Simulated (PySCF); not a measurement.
A search over the determinants of TeP⁺

Unrestricted PBE0; basis Te def2-SVPD with ECP28, P def2-SVPD; scalar-relativistic core potentials; PySCF 2.14. Outer shells of the fragments: Te+ 4d10 5s2 5p3; P 3s2 3p3.

Followed along the bond (rough minima from three points):

```tsv
2Ms+1	unpaired	⟨S²⟩ at the start	R at minimum (Å)	Te (eV)
1	none	0.00	2.17	0.00
3	π ↑↑	2.13	2.38	1.68
3	π ↑↑	2.01	2.38	2.27
1	π ↑↓	1.01	2.38	2.42
5	π ↑↑↑↑	6.01	none in the scan	≤ 2.35
```

Solutions found at the starting distance of 2.485 Å, counted from the lowest of them; the search is not exhaustive and high or unbound solutions are not listed, so other states can lie among these:

| 2Ms+1 | unpaired | term | E (eV) | ⟨S²⟩ | ⟨Lz²⟩ | μ (D) |
| --- | --- | --- | --- | --- | --- | --- |
| 1 | none | ¹Σ⁺ | 0.00 | 0.00 | 0.00 | 2.53 |
| 3 | π ↑↑ | mixed | 0.80 | 2.13 | 2.01 | 2.18 |
| 3 | π ↑↑ | mixed | 1.39 | 2.01 | 2.01 | 2.59 |
| 5 | π ↑↑↑↑ | ⁵Σ⁺ | 1.53 | 6.01 | 0.00 | 0.96 |
| 1 | π ↑↓ | mixed | 1.54 | 1.01 | 2.02 | 2.72 |
| 1 | π ↑↑↓↓ | mixed | 2.32 | 2.02 | 4.04 | 0.98 |
| 3 | σ ↑, π ↑ | ³Π | 2.43 | 2.06 | 1.10 | 2.69 |
| 1 | σ ↓, π ↑ | mixed | 2.59 | 1.44 | 1.03 | 2.70 |
| 5 | σ ↑, π ↑↑↑ | ⁵Π | 2.79 | 6.01 | 1.00 | 2.48 |
| 3 | σ ↓, π ↑↑↑ | mixed | 3.56 | 3.03 | 1.00 | 2.33 |

A term symbol is given only where ⟨S²⟩ and ⟨Lz²⟩ are close to those of a pure state; real π, δ and φ orbitals otherwise mix terms. A positive dipole points towards P; it is taken about the centre of mass and depends on that origin.

Q: Compare the gap between the two lowest followed solutions at the starting distance with the gap between their minima.

A: At PBE0 the second solution (triplet, unpaired electrons π ↑↑) lies +0.80 eV from the first (singlet, closed shell) at 2.485 Å and +1.68 eV at the minima; the two curves relax by different amounts, since their minima lie near 2.38 and 2.17 Å.

Spin–orbit coupling is left out.
